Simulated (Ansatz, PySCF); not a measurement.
Gas-phase reaction in SMILES: OO (H2O2) → 2 [OH] (HO) (the O-O bond at the site shown breaks; other sites are not compared here)
Geometries: B3LYP-D3(BJ)/def2-TZVP minima from Ansatz (a quantum-chemistry and plane-wave program), one conformer each, not searched for the lowest.

Property: bond dissociation energy (0 K, with B3LYP-D3(BJ) harmonic zero-point energies from PySCF), in kcal/mol. Valence correlation only, unless marked. Open shells are spin-unrestricted. Spin-orbit coupling is left out. Non-relativistic. FCI takes restricted orbitals. CBS(X,Y): correlation extrapolated as X^-3; Hartree-Fock from the larger set.

```json
[
 {"level": "BLYP/def2-TZVPD", "program": "Ansatz", "bond dissociation energy (kcal/mol)": "[?]"},
 {"level": "revPBE-D3(BJ)/def2-TZVPD", "program": "Ansatz + dftd3", "bond dissociation energy (kcal/mol)": "50.1"},
 {"level": "r2SCANh-D4/def2-TZVPD", "program": "Ansatz + dftd4", "bond dissociation energy (kcal/mol)": "[?]"},
 {"level": "wB97X-V/def2-TZVPD", "program": "Ansatz", "bond dissociation energy (kcal/mol)": "47.4"},
 {"level": "B2GP-PLYP/def2-TZVPD", "program": "Ansatz", "bond dissociation energy (kcal/mol)": "44.3"},
 {"level": "SCS-MP2/cc-pVDZ", "program": "Ansatz", "bond dissociation energy (kcal/mol)": "44.0"},
 {"level": "CCSD/def2-TZVPPD", "program": "Ansatz", "bond dissociation energy (kcal/mol)": "[?]"},
 {"level": "FCI/STO-3G", "program": "Ansatz", "bond dissociation energy (kcal/mol)": "51.1"},
 {"level": "CCSD(T)/CBS(def2-TZVPPD,def2-QZVPPD)", "program": "Ansatz", "bond dissociation energy (kcal/mol)": "48.3"}
]
```

### Question
What belongs in the gaps?

### Answer

- BLYP/def2-TZVPD, bond dissociation energy (kcal/mol): 50.0
- r2SCANh-D4/def2-TZVPD, bond dissociation energy (kcal/mol): 41.7
- CCSD/def2-TZVPPD, bond dissociation energy (kcal/mol): 40.2
